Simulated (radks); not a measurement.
Values are calculated unless marked as measured or tabulated.
Problem. The manganese ion Mn4+, configuration [Ar] 3d3. Level of theory: non-relativistic Kohn-Sham, MS2 meta-GGA, spin-polarised, spherical densities, point nucleus; open shells are filled with parallel spins first; meta-GGA in the generalised Kohn-Sham scheme (a radial shooting solver on a logarithmic mesh with Libxc functionals). Some entries of the table are withheld. Estimate them.

orbital,occ.,eigenvalue (eV),<r> (bohr)
1s up,1,-6447.296,0.06152
1s down,1,-6447.270,0.06152
2s up,1,-800.2811,0.2816
2s down,1,-798.8890,0.2810
2p up,3,-691.3188,0.2484
2p down,3,-690.0253,0.2479
3s up,1,-145.2023,0.8373
3s down,1,-141.0908,0.8415
3p up,3,(1),0.8711
3p down,3,(2),0.8771
3d up,3,-62.3415,0.9591
3d down,0,-57.5129,0.9801
4s up,0,-41.8829,2.164
4s down,0,-39.5651,2.221
4p up,0,(3),2.394

Solution. 
(1) 3p up eigenvalue (eV): -113.2167
(2) 3p down eigenvalue (eV): -108.8377
(3) 4p up eigenvalue (eV): -34.2369
